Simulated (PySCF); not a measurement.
```xyz
8

B      1.6467    -0.0866    -0.1158
Si    -0.1573     0.6402     0.1739
C     -1.5186    -0.3971    -0.0164
H      2.6422     0.5623    -0.0031
H      1.7349    -1.2388    -0.4196
H     -0.4170     2.0513     0.5530
H     -1.3799    -1.4375    -0.2933
H     -2.5510    -0.0937     0.1213
```

Charge 0, multiplicity 1.

Problem. Give the Mulliken and meta-Löwdin atomic charges from PBE-D3(BJ)/def2-TZVP // PBE0-D3(BJ)/def2-TZVP (PySCF).

Solution. 
```json
[
 {"atom": "B1", "Mulliken (e)": "-0.09", "meta-Löwdin (e)": "-0.26"},
 {"atom": "Si2", "Mulliken (e)": "0.10", "meta-Löwdin (e)": "0.44"},
 {"atom": "C3", "Mulliken (e)": "-0.36", "meta-Löwdin (e)": "-0.50"},
 {"atom": "H4", "Mulliken (e)": "0.03", "meta-Löwdin (e)": "0.04"},
 {"atom": "H5", "Mulliken (e)": "0.04", "meta-Löwdin (e)": "0.04"},
 {"atom": "H6", "Mulliken (e)": "-0.01", "meta-Löwdin (e)": "-0.07"},
 {"atom": "H7", "Mulliken (e)": "0.15", "meta-Löwdin (e)": "0.15"},
 {"atom": "H8", "Mulliken (e)": "0.14", "meta-Löwdin (e)": "0.15"}
]
```
